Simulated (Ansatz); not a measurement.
Total energies of the cluster MgSi3 from Ansatz at r2SCAN-D4/def2-TZVP, gas phase (1 Eh = 27.2114 eV = 2625.5 kJ/mol). The reference geometry is relaxed at r2SCAN-D4/def2-TZVP.

```xyz
4

Mg   -1.0092    0.4126    1.7963
Si    1.2079    0.1005    0.5403
Si   -1.1133   -0.1392   -0.7086
Si    0.9145   -0.3739   -1.6280
```

| state | geometry | energy (Eh) |
| --- | --- | --- |
| charge 0 singlet | reference | -1068.40960 |
| charge 1 doublet | reference | -1068.13653 |
| charge 0 triplet | relaxed at r2SCAN-D4/def2-TZVP | -1068.38468 |
| charge 0 quintet | relaxed at r2SCAN-D4/def2-TZVP | -1068.32680 |
| free Mg atom (singlet) | – | -200.03322 |
| free Si atom (triplet) | – | -289.34121 |

Task: Work out the vertical ionisation energy to the doublet.

Result: E(charge 1 doublet) − E(charge 0 singlet) = -1068.13653 − (-1068.40960) = 0.27307 Eh = 7.43 eV. For comparison, −ε of the highest occupied level is 5.28 eV at this level, 2.15 eV less.

Task: Which of the charge 0 states is lowest, and how far above it are the others?

Result: The singlet. triplet: -1068.38468 − (-1068.40960) = 0.02492 Eh = 65.4 kJ/mol; quintet: -1068.32680 − (-1068.40960) = 0.08280 Eh = 217.4 kJ/mol.

Task: What is the binding energy per atom against free atoms?

Result: Atoms: 1 × (-200.03322) + 3 × (-289.34121) = -1068.05685 Eh. Binding: -1068.05685 − (-1068.40960) = 0.35275 Eh = 9.60 eV, or 2.40 eV for each of 4 atoms (no zero-point energy, no counterpoise term).

The structure comes from a short search, and lower isomers may exist.
